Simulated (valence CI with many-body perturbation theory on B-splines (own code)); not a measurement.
Questions on Nb35+

Level of theory: relativistic CI+MBPT: four valence electrons over a frozen Dirac-Fock core [He], a basis of 9 s, 9 p, 8 d, 6 f, 3 g, 1 h functions for each j, with the one-electron correlation potential Σ1 (screened to all orders), the two-electron term Σ2, the three-electron term Σ3, Breit, model QED; selected single and double excitations, second order for the rest, scaled by the run's own slope (own B-spline code, finite nucleus).

The last digits are not significant, and no measured levels were compared; by estimate large intervals hold to a few tenths of a per cent, small ones and those within an open d or f shell to about a per cent. Among the levels kept, up to 860 cm⁻¹ of a level comes from second order outside the variational space, and about a tenth of that is noise between levels of different J, which matters for small intervals.

Levels are named by their leading jj configuration (3d3/2^4 stands for four electrons in 3d with j = 3/2), which in mixed levels can hold well under half, so a name can repeat and another be missing.

Rates and lifetimes use the calculated energies. Strong lines usually hold to 10 to 20 %, long lifetimes can be off by a factor of two.

Task: What is the ground level?

Result: (2s^2 2p1/2^2) J=0, composition 75 % 2s2 2p2 3P + 24 % 2s2 2p2 1S.

Task: Among levels below 23748 × 10³ cm⁻¹, which E1 lines absorb most strongly from the ground level?

Result: to (2s^2 2p1/2 3d3/2) J=1 at 0.4379 nm, f = 1.40; to (2s 2p1/2^2 3p3/2) J=1 at 0.4280 nm, f = 0.404; to (2s 2p1/2^2 2p3/2) J=1 at 4.746 nm, f = 0.126.

Task: How well does LS coupling describe the low levels?

Result: Among the lowest 20 levels the leading LS term, summed over configurations, holds 65 % on average. For single configurations the figures are 65 % in LS and 95 % in jj coupling. Terms mix most in the J = 1 level at 3058.1 × 10³ cm⁻¹, where the leading one holds 34 %.

Task: What is the ionisation energy?

Result: 4822.9 eV; NIST lists 4815 ± 5 eV (semi-empirical).

Task: Name the longest-lived excited levels whose lifetime is computed, and their main decay.

Result: (2s^2 2p1/2 2p3/2) J=2 at 841.26 × 10³ cm⁻¹ lives 127 μs, mostly by M1 to (2s^2 2p1/2 2p3/2) J=1; (2s^2 2p1/2 2p3/2) J=1 at 744.43 × 10³ cm⁻¹ lives 179 ns, mostly by M1 to (2s^2 2p1/2^2) J=0; (2s^2 2p3/2^2) J=2 at 1653.8 × 10³ cm⁻¹ lives 91.0 ns, mostly by M1 to (2s^2 2p1/2 2p3/2) J=1.
